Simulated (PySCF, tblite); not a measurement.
A set of runs on `N#Cc1ccs[c]1` [radical]; the geometry of each is named by its level. Settings lines and outputs come from a driver script.

Species: C5H2NS (doublet state).
Bonds: N1–C2 (triple), C2–C3, C3–C4 (aromatic), C4–S5 (aromatic), S5–C6 (aromatic), C6–C7 (aromatic), C3–C7 (aromatic). Hydrogens: H8 on C6; H9 on C7.

Step 1: GFN2-xTB geometry optimisation, gas phase (tblite 0.8.0) (from a force-field or distance-geometry start)
```json
{"job": {"kind": "relax", "xc": "GFN2-xTB", "basis": "xTB"}, "charge": 0, "multiplicity": 2}
```
```
step      E/eV     max force
  0    -482.08692    3.181
  1    -481.93191    9.657
  2    -482.17812    0.957
...
 19    -482.20078    0.019
 20    -482.20081    0.017
 21    -482.20084    0.016
 22    -482.20086    0.011
 23    -482.20087    0.007
```

Energy lowered by 2.6 kcal/mol over 23 steps; largest atomic force 0.007 eV/Å at the end. «max force» is the largest atomic force in eV/Å.

The run took 0.12 s of wall time on one thread, Arm Neoverse V1 (aarch64), no GPU, shared host with 32 logical CPUs at a one-minute load of 39.

Step 2: GFN2-xTB harmonic vibrations, gas phase (tblite 0.8.0) (on the GFN2-xTB geometry)
```json
{"job": {"kind": "ir", "xc": "GFN2-xTB", "basis": "xTB"}, "charge": 0, "multiplicity": 2}
```
```
(table of modes left out)
```

21 modes from 136 to 3164 cm⁻¹ (unscaled, harmonic); zero-point energy 32.2 kcal/mol; all wavenumbers are real at this level.

Hardware: Arm Neoverse V1, one thread, shared host with 32 logical CPUs at a one-minute load of 39. Cost: 0.22 s.

Step 3: UKS B3LYP, pcH-1 on C H N S, non-relativistic, mean-field spin-orbit, GIAO (PySCF 2.14.0) (on the GFN2-xTB geometry)
```json
{"job": {"kind": "epr", "basis": "pcH-1"}, "charge": 0, "multiplicity": 2}
```
```
...
E = -644.56521591 Eh   <S^2> = 0.7614 (exact 0.7500)
g shifts (ppm)      1          2          3
  rmc          -168       -168       -168
  gc             30         18        -51
  oz_so       -2840       -260        704
  total       -2978       -411        485
hyperfine (MHz)  atom isotope    a_iso     a_fc   dipolar eigenvalues
    0   14N      -0.64      -0.64     -1.89      0.33      1.56
    1   13C      19.15      19.15     -1.93     -0.29      2.22
    2   13C      18.65      18.66    -17.56     -1.10     18.66
    3   13C     543.00     543.22    -78.64    -55.41    134.04
    4   33S      55.69      55.64     -5.10     -3.50      8.60
    5   13C      36.29      36.33    -11.54     -0.96     12.50
    6   13C      52.39      52.37     -4.76     -2.51      7.27
    7    1H      20.63      20.64     -3.68      0.03      3.64
    8    1H      11.08      11.06     -3.22     -1.89      5.11
```

⟨S²⟩ 0.761; g_iso 2.0014. rmc, gc and oz_so are the mass-correction, gauge-correction and orbital-Zeeman/spin–orbit parts of the g shift along its three principal axes; a_iso is the isotropic hyperfine coupling and a_fc its Fermi-contact part. The log counts atoms from 0, this text from 1.

Time: 44 s wall (with the writing of density and orbital grids); peak memory 0.70 GiB. Hardware: Arm Neoverse V1, one thread, no GPU (shared host).

Geometry of the electronic-property runs (GFN2-xTB):
```
atom  x, y, z in Å
N1     3.114   -0.300   -0.612
C2     2.025   -0.018   -0.393
C3     0.686    0.306   -0.122
C4     0.142    1.545   -0.078
S5    -1.508    1.611    0.275
C6    -1.541   -0.120    0.386
C7    -0.327   -0.675    0.156
H8    -2.464   -0.613    0.617
H9    -0.113   -1.729    0.172
```

 (This holds for the electronic-property runs.)
